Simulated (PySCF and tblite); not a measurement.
Values are calculated unless marked as measured or tabulated.
Stationary points of C$_{4}$H$_{8}$F$_{2}$Si at GFN2-xTB, in Å:

Structure A

```
 1 F     1.054   -1.832    0.887
 2 C     0.578   -1.115   -0.183
 3 F     0.835   -1.929   -1.256
 4 C    -0.937   -0.917   -0.017
 5 C    -1.318    0.566   -0.034
 6 Si    0.246    1.491    0.538
 7 C     1.350    0.188   -0.301
 8 H    -1.212   -1.363    0.940
 9 H    -1.450   -1.475   -0.802
10 H    -1.575    0.870   -1.049
11 H    -2.203    0.733    0.576
12 H     0.409    1.501    1.992
13 H     0.406    2.820   -0.048
14 H     2.343    0.055    0.121
15 H     1.475    0.407   -1.362
```

Structure B

```
 1 F     0.629   -1.568    1.227
 2 C     0.541   -1.120   -0.065
 3 F     1.020   -2.162   -0.814
 4 C    -0.915   -0.833   -0.407
 5 C    -1.325    0.441    0.334
 6 Si    0.236    1.543    0.327
 7 C     1.386    0.128   -0.237
 8 H    -1.533   -1.690   -0.135
 9 H    -0.974   -0.694   -1.487
10 H    -2.200    0.887   -0.134
11 H    -1.605    0.188    1.356
12 H     0.586    2.052    1.651
13 H     0.186    2.604   -0.681
14 H     2.308    0.024    0.331
15 H     1.656    0.208   -1.289
```

Level: PBE0/pcSseg-1 + D3(BJ) on GFN2-xTB stationary points, with GFN2-xTB thermal terms.

Which structure is a saddle point, and along which motion?

A: one imaginary mode (48i cm⁻¹ at GFN2-xTB, mostly on F1, C4, F3), along the inversion of the 5-membered ring (2–4–5–6–7).

Give their symmetry and energies above the lowest.

A C1, 4.0 kcal/mol; B C1, 0.0 kcal/mol.
